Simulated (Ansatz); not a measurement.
`C#[C][SnH2][CH3]` + `[F][GaH][Cl]` → `C#[C][Ga]([F])[Cl]` + `[CH3][SnH3]`  (formal exchange of groups at a C–Sn bond)

Computed with Ansatz on PBE0-D4/def2-TZVP structures; ΔE is electronic, products minus reactants. CCSD(T)/CBS is the MP2 limit (def2-TZVPP, def2-QZVPP) plus CCSD(T) − MP2 in def2-TZVPP, frozen cores. Functionals use def2-TZVPP. Elements past krypton have def2 core potentials. For Ga, Sn outer-core shells are correlated without core-valence functions, which leaves a few kJ/mol of doubt a bond. Scalar relativity is left out up to krypton.

`C#[C][SnH2][CH3]`:

Cartesian coordinates in Å:
```
C 1.805 -2.135 0.317
C 1.291 -1.043 0.313
Sn 0.369 0.831 0.290
C -1.591 0.580 -0.511
H 2.262 -3.098 0.323
H 0.329 1.403 1.897
H 1.323 1.860 -0.681
H -1.523 0.177 -1.521
H -2.111 1.538 -0.540
H -2.153 -0.114 0.113
```

`[F][GaH][Cl]`:

Cartesian coordinates in Å:
```
F 0.437 -1.599 -0.470
Ga -0.003 -0.031 0.155
Cl -0.270 1.434 -1.356
H -0.165 0.197 1.671
```

`C#[C][Ga]([F])[Cl]`:

Cartesian coordinates in Å:
```
C -1.248 -0.007 -1.452
C -0.467 0.032 -0.534
Ga 0.755 0.068 0.895
F 1.112 1.561 1.711
Cl 1.789 -1.615 1.642
H -1.940 -0.038 -2.263
```

`[CH3][SnH3]`:

Cartesian coordinates in Å:
```
C -0.645 0.440 0.845
Sn 0.555 -0.378 -0.726
H -1.664 0.597 0.491
H -0.232 1.395 1.170
H -0.666 -0.244 1.693
H -0.094 -1.873 -1.244
H 0.595 0.695 -2.055
H 2.152 -0.632 -0.174
```

```json
{"level": "CAM-B3LYP-D4", "ΔE (kJ/mol)": "-8.8"}
{"level": "LC-ωPBE", "ΔE (kJ/mol)": "-8.8"}
```

(1) What does CCSD(T)/CBS give? (Best estimate.)

(2) What do rigid-rotor, harmonic-oscillator terms from PBE0-D4/def2-TZVP frequencies (298.15 K, 1 bar) make of the CCSD(T)/CBS value? (Best estimate.)

Largest T1 diagnostic among the species: 0.014.

Results:

(1) Ansatz gave: -5.9 kJ/mol. The listed levels differ from it by -2.9, -2.9 kJ/mol.

(2) The calculation gave: ΔZPE = -0.7 kJ/mol, ΔH = -6.2 kJ/mol, ΔS = -10 J/(mol·K), ΔG = -3.2 kJ/mol.

At CCSD(T), def2-SVP lies −12.5 kJ/mol from the extrapolated value and def2-TZVPP −4.1 kJ/mol. Leaving LDA and LC-ωPBE aside and taking each functional with its dispersion term where it has one, the values, not all of them listed here, spread over 3.7 kJ/mol, from r2SCAN0-D4 to ωB97M-V.
